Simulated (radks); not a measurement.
The numbers below are computed, except where a source is named.
Problem. Ionisation of Xe, [Xe], to Xe+, [Kr] 4d10 5s2 5p5, under several functionals. Dirac Kohn-Sham, spin-unpolarised, spherical densities, finite nucleus; open shells fill j = l - 1/2 first; a radial shooting solver on a logarithmic mesh with Libxc functionals. Known Delta-SCF values: HCTH/407 12.283 eV; XLYP 11.945 eV; exchange-only LDA 11.011 eV. What does BLYP give, and what is its highest occupied eigenvalue?

Solution. 11.922 eV by Delta-SCF; the 5p3/2 eigenvalue is -7.671 eV. NIST: 12.130 eV (measured).

Beside tabulated values, note that spin-unpolarised runs miss the spin-polarisation part of the exchange energy of open shells.
